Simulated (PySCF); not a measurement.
**Orbital picture of CsCa**

PBE0 at R = 4.676 Å; Cs x2c-TZVPall, Ca x2c-TZVPall; spin-free X2C with a Gaussian nucleus (PySCF 2.14). State: ²Σ⁺ (doublet), unpaired electrons σ ↑. Only the outer orbitals are listed, counted within each symmetry.

| spin | orbital | occ. | ε (eV) | on Cs (%) | main shells (%) |
| --- | --- | --- | --- | --- | --- |
| α | 8π | 1 | -15.06 | 100 | 100 Cs p |
| α | 8π | 1 | -15.06 | 100 | 100 Cs p |
| α | 16σ | 1 | -15.01 | 100 | 100 Cs p |
| α | 17σ | 1 | -4.34 | 10 | 89 Ca s |
| α | 18σ | 1 | -2.64 | 66 | 65 Cs s, 26 Ca p |
| α | 9π | 0 | -1.04 | 34 | 64 Ca p, 23 Cs p, 11 Cs d |
| α | 9π | 0 | -1.04 | 34 | 64 Ca p, 23 Cs p, 11 Cs d |
| α | 19σ | 0 | -1.02 | 55 | 44 Ca p, 33 Cs p, 18 Cs s |
| β | 8π | 1 | -15.00 | 100 | 100 Cs p |
| β | 8π | 1 | -15.00 | 100 | 100 Cs p |
| β | 16σ | 1 | -14.94 | 100 | 100 Cs p |
| β | 17σ | 1 | -4.10 | 5 | 93 Ca s |
| β | 18σ | 0 | -1.33 | 63 | 62 Cs s, 29 Ca p |
| β | 9π | 0 | -0.94 | 24 | 70 Ca p, 13 Cs p, 12 Cs d |
| β | 9π | 0 | -0.94 | 24 | 70 Ca p, 13 Cs p, 12 Cs d |

Question: Which are the highest filled and the lowest empty level, where do they sit, and how wide is the gap?

Answer: Highest filled α 18σ at -2.64 eV (in %: 65 Cs s, 26 Ca p); lowest empty β 18σ at -1.33 eV (in %: 62 Cs s, 29 Ca p); the gap at PBE0 is 1.31 eV.

```
bond order (Mayer)                               : 0.51
⟨S²⟩                                             : 0.764
charge on Cs (Mulliken, basis-dependent)         : 0.18
charge on Cs (Löwdin, basis-dependent)           : -0.08
dipole moment (positive dipole means Cs(−)Ca(+)) : -3.39 D
polarisability along the bond                    : 1115.9 bohr³
polarisability across the bond                   : 440.0 bohr³
```

Spin–orbit coupling is left out. The state is the lowest determinant that a PBE0 search found; another state may lie lower at other levels.
